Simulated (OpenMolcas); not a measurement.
## P⁴⁺: effect of the active space

```yaml
Program: OpenMolcas 26.06
Method: SS-CASPT2 or its RAS form, IPEA 0.25 Eh, imaginary shift 0.1 Eh
Basis: ANO-L-VDZP
Scalar_Hamiltonian: non-relativistic, point nucleus
Spin-orbit_coupling: RASSI with atomic mean-field integrals over the reference wave functions, term energies averaged over their components
```

A. 1 electron in 4 orbitals (3s 3p); 2S+1 = 2 even, 1 root; 2S+1 = 2 odd, 3 roots; closed shells correlated: 2s 2p; CASPT2 step of the order of 0.6 core-seconds
B. 1 electron in 9 orbitals (RAS2 3s 3p; RAS3 3d, at most 1 electron); 2S+1 = 2 even, 1 root; 2S+1 = 2 odd, 3 roots; closed shells correlated: 2s 2p; CASPT2 step about 0.8 core-seconds

Energies in cm⁻¹ above 3s ²S_1/2, the measured ground level; measured values from Martin, Zalubas and Musgrove, J. Phys. Chem. Ref. Data 14, 751 (1985).

| Level | A | B | Measured |
| --- | --- | --- | --- |
| 3s ²S_1/2 | 0.0 | 0.0 | 0.0 |
| 3p ²P°_1/2 | 89525 | 89525 | 88652 |
| 3p ²P°_3/2 | 90015 | 90015 | 89447 |

Deviations, from unrounded energies. A percentage is the sum of absolute deviations over the sum of measured energies, with the sign that they share, or ± where signs differ.

```
           Against measurement  Levels     A     B
mean absolute deviation (cm-1)       2   720   720
      other configurations (%)       2  +0.8  +0.8
```

A, B lie about equally close to measurement. The largest miss of B in the table is 3p ²P°_1/2, by +870 cm-1. The ranking rests on the paired levels alone, and a cruder setting can come out closer through cancelling errors.

Between A and B no level of the table moves by more than 5 cm-1.

With one active electron, CASPT2 adds the correlation within the correlated inactive shells and between them and that electron, and leaves the splitting within a term as the reference gives it. The basis is small and was not contracted for so high a charge. With one active electron outside closed inactive shells, the extra shells (3d) add no correlation to the reference (holds for B). Measured partners are found by configuration, term and J. A level has none where our copy of the source lacks it or the pairing is in doubt (some pairs that miss far off the trend of their configuration count as doubtful), and it then counts in no deviation. Levels of configurations outside the active space are missing.

° marks odd parity.
